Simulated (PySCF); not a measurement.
HSSi, SMILES [Si]=[SH+] (connectivity only; charge and spin as stated), charge +1, multiplicity 1. Atoms are numbered in the order given.

```xyz
3

Si    -0.0016     1.1230     0.0000
S     -0.0789    -0.9268     0.0000
H      1.2848    -0.8922     0.0000
```
Charge +1, spin multiplicity 1.

Geometry: PBE0-D3(BJ)/def2-TZVP. The isomer is the one that the SMILES or the coordinates give; other isomers of the formula were not compared.

Computed with PBE/def2-TZVPD (PySCF).

### Question
Estimate the frontier levels, gap, dipole moment and polarisability. (An estimate is asked for; the answer gives what the named calculation found.)

### Answer

```
Quantity                                                           Value
------------------------------------------------  ----------------------
highest occupied level                                         -13.71 eV
lowest empty level                                             -10.45 eV
orbital gap                                                      3.26 eV
dipole moment about the centre of nuclear charge                  2.22 D
mean static polarisability                          40.0 bohr³ (5.93 Å³)
polarisability, principal values                  31.9, 34.1, 54.0 bohr³
```
